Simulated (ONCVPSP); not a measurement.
Scattering properties, ONCV potential for In (Z = 49)

ONCVPSP 4.0.1 input, shortened (lines: element, Z, core and valence counts, functional; n l f; lmax; l rc ep ncon nbas qcut; lloc lpopt rc5 dvloc0; l nproj debl; icmod fcfact rcfact), LDA (Perdew-Zunger), fully relativistic:

```
  In 49.00    7    4        3      upf
    1    0    2.00
    2    0    2.00
    2    1    6.00
    3    0    2.00
    3    1    6.00
    3    2   10.00
    4    0    2.00
    4    1    6.00
    4    2   10.00
    5    0    2.00
    5    1    1.00
    2
    0    2.35    0.00    3    7    3.50
    1    1.40    0.00    4    7   10.30
    2    1.35    0.00    4    8   13.90
    4    5    1.00    0.00
    0    1    1.00
    1    2    2.20
    2    2    1.00
    1    0.35    0.00
```

Open shells are filled in proportion to 2j + 1.

The phase is arctan(r·R′/R) of the radial function R(r), unwrapped; energies in Ha, scanned from -4 to 5 Ha. A pole is an energy at which the radial function vanishes at the test radius. The pseudo phase is shifted by a multiple of π to meet the all-electron one at the reference energy, and phase errors are pseudo minus all-electron; the curves can meet again beyond the range given. Levels narrower than the energy grid can be missing from the lists of poles.

Problem. For each channel, where are the poles, and over which energies does the pseudopotential scatter like the atom?

Solution.

```
channel  radius (bohr)  reference energy (Ha)  poles, all-electron  poles, pseudo  unbroken range about the reference energy with phases within 0.05 rad  phase error 1 Ha above the reference energy (rad)
      s           2.39                  -0.31                 0.85     0.61, 1.74                                                              below 0.6                                             -0.071
   p3/2           1.42                  -0.10                -1.97          -1.97                                                        the whole range                                             -0.000
   p1/2           1.42                  -0.11                -2.32          -2.32                                                        the whole range                                             -0.000
   d5/2           1.37                  -0.67                 0.97           0.97                                                        the whole range                                             +0.000
   d3/2           1.37                  -0.71                 0.90           0.90                                                        the whole range                                             +0.000
```

Note: ghosts flagged at negative energy: s at -301.5 eV; no localised positive-energy state flagged. A true bound ghost makes a file unfit for plane-wave use.

Phases in the d3/2 channel:

| E (Ha) | all-electron | pseudo |
| --- | --- | --- |
| -3.98 | 1.127 | 1.127 |
| -3.50 | 1.057 | 1.057 |
| -3.02 | 0.948 | 0.948 |
| -2.54 | 0.760 | 0.760 |
| -2.06 | 0.399 | 0.399 |
| -1.58 | -0.241 | -0.241 |
| -1.10 | -0.854 | -0.854 |
| -0.62 | -1.190 | -1.190 |
| -0.14 | -1.370 | -1.370 |
| 0.34 | -1.481 | -1.481 |
| 0.82 | -1.560 | -1.560 |
| 1.30 | -1.623 | -1.623 |
| 1.78 | -1.679 | -1.679 |
| 2.26 | -1.734 | -1.734 |
| 2.74 | -1.794 | -1.794 |
| 3.22 | -1.864 | -1.865 |
| 3.70 | -1.958 | -1.958 |
| 4.18 | -2.093 | -2.094 |
| 4.66 | -2.312 | -2.316 |
